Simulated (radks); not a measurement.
Effect of the nuclear size on neutral iridium, [Xe] 4f14 5d7 6s2. All-electron calculation, Dirac Kohn-Sham, exchange-only LDA, spin-unpolarised, spherical densities, finite nucleus; open shells are shared between the two j in proportion to 2j + 1; Fermi nuclear charge, rms radius 5.4032 fm. Program: a radial shooting solver on a logarithmic mesh with Libxc functionals. The rms radius is varied about that value; shifts are against it.

| rms radius (fm) | total energy shift (eV) | density at nucleus (e/bohr^3) | 1s1/2 shift (meV) | 2s1/2 shift (meV) | 4p1/2 shift (meV) | 5s1/2 shift (meV) | 5p1/2 shift (meV) | 6s1/2 shift (meV) | 6p1/2 (empty) shift (meV) |
|---|---|---|---|---|---|---|---|---|---|
| 4.5117 | -24.2 | 1.941e+06 | -9760 | -1410 | -0.567 | -14.5 | 0.627 | -0.957 | 0.286 |
| 5.1655 | -6.72 | 1.844e+06 | -2710 | -392 | -0.159 | -4.02 | 0.174 | -0.265 | 0.079 |
| 5.4032 | 0 | 1.813e+06 | 0.000 | 0.000 | 0.000 | 0.000 | 0.000 | 0.000 | 0.000 |
| 5.7004 | 8.67 | 1.777e+06 | 3490 | 506 | 0.208 | 5.18 | -0.224 | 0.342 | -0.102 |
| 6.6838 | 39.4 | 1.673e+06 | 15900 | 2300 | 0.961 | 23.5 | -1.01 | 1.55 | -0.464 |

Slopes of the eigenvalues against <r^2> in GHz/fm^2, as finite differences over the two radii next to the reference (eigenvalue slopes, not the field-shift constants of lines): 1s1/2 258000, 2s1/2 37400, 4p1/2 15.3, 5s1/2 383, 5p1/2 -16.5, 6s1/2 25.3, 6p1/2 (empty) -7.55.
